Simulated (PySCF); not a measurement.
Compound: C₅H₁₀FOSi (doublet state).
SMILES with atom numbers: `[CH2:1][CH2:2][Si@@:3]1([F:4])[CH2:5][CH2:6][O:7][CH2:8]1` (hydrogens: H9, H10 on C1; H11, H12 on C2; H13, H14 on C5; H15, H16 on C6; H17, H18 on C8)

Geometry (GFN2-xTB, Å), atoms numbered from 1 in this order:
```
atom  x, y, z in Å
C1     2.814    0.159   -0.018
C2     1.829   -0.142    1.017
Si3    0.151    0.470    0.310
F4     0.331    2.073    0.075
C5    -0.502   -0.353   -1.272
C6    -2.005   -0.451   -0.973
O7    -2.224   -0.722    0.393
C8    -1.516    0.194    1.216
H9     3.008   -0.539   -0.807
H10    3.242    1.139   -0.084
H11    1.782   -1.206    1.240
H12    2.031    0.406    1.936
H13   -0.091   -1.350   -1.424
H14   -0.331    0.219   -2.181
H15   -2.489   -1.262   -1.519
H16   -2.491    0.499   -1.244
H17   -2.078    1.134    1.299
H18   -1.468   -0.259    2.205
```

The hyperfine couplings belong to this conformer and change with its torsions.

Method: UKS B3LYP, pcH-1 on C F H O Si, non-relativistic, mean-field spin-orbit, GIAO in PySCF. Geometry: GFN2-xTB, one conformer, isolated molecule. A GFN2-xTB geometry isn't a minimum of the functional, and hyperfine couplings can be far from their values at a DFT geometry. Stability of the SCF solution: not tested.

Where do the isotropic ENDOR lines of F4, H9/H10, H11, H12, H17, H14, H18 and H13 fall at 332.7 mT, to first order?

ν± = |νn ± a/2|, one line for each electron-spin manifold; νn = |g_N| × 7.62259 MHz/T × B.

```csv
nuclei,isotope,g_N,νn (MHz),a_iso (MHz),lower line (MHz),upper line (MHz)
F4,19F,5.2577,13.33,-1.74,12.46,14.21
H9/H10,1H,5.5857,14.17,-60.78,16.23,44.56
H11,1H,5.5857,14.17,48.05,9.86,38.19
H12,1H,5.5857,14.17,47.96,9.82,38.15
H17,1H,5.5857,14.17,7.55,10.39,17.94
H14,1H,5.5857,14.17,2.96,12.69,15.64
H18,1H,5.5857,14.17,-1.51,13.41,14.92
H13,1H,5.5857,14.17,0.70,13.81,14.52
```

Which pairs are centred on the nuclear Larmor frequency, and which on half the coupling?

Centred on νn, since |a| < 2νn: F4, H17, H14, H18 and H13. Centred on |a|/2 and split by 2νn: H9/H10, H11 and H12.

Nuclei that the bonding pattern makes equivalent are averaged, as if the motion that swaps them (rotation, inversion, ring flip) were fast.
